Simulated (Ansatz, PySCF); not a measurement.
This PySCF input computes a r2SCAN/def2-TZVPD energy:

```python
from pyscf import gto, scf, dft

mol = gto.M(
    atom='''
    Si   -0.41302051    0.07530117    0.03819947
    Cl   -0.96165236   -0.09090360    1.99021195
    Cl   -1.45995569   -1.27132241   -1.07063114
    Cl   -0.82994607    1.95504360   -0.61885085
    Br    1.74453449   -0.31806044   -0.16134862
    ''',
    basis='def2-tzvpd',
    charge=0,
    spin=0,
    verbose=4,
)

mf = dft.RKS(mol, xc='r2scan').density_fit(auxbasis='def2-universal-jkfit')
mf.grids.level = 4
mf.conv_tol = 1e-9
mf.max_cycle = 100
mf.max_memory = 1500
mf.kernel()
if not mf.converged:
    mf = mf.newton()
    mf.kernel(mf.make_rdm1())
mf.analyze()
```

Write an input for the same energy in Ansatz (an electronic-structure program) and say what it gives.


Ansatz 0.2 input:
```yaml
crystal:
  periodic: [false, false, false]
  atoms:
    - {symbol: Si, position_ang: [-0.41302051, 0.07530117, 0.03819947]}
    - {symbol: Cl, position_ang: [-0.96165236, -0.09090360, 1.99021195]}
    - {symbol: Cl, position_ang: [-1.45995569, -1.27132241, -1.07063114]}
    - {symbol: Cl, position_ang: [-0.82994607, 1.95504360, -0.61885085]}
    - {symbol: Br, position_ang: [1.74453449, -0.31806044, -0.16134862]}
basis:
  gaussian:
    orbitals: def2-TZVPD
hamiltonian:
  xc: {name: r2SCAN}
output: {forces: true}
```
It gives -4244.38567 Eh, and PySCF -4244.38571 Eh, a difference of 0.04 mEh, from the treatment of integrals and grids.
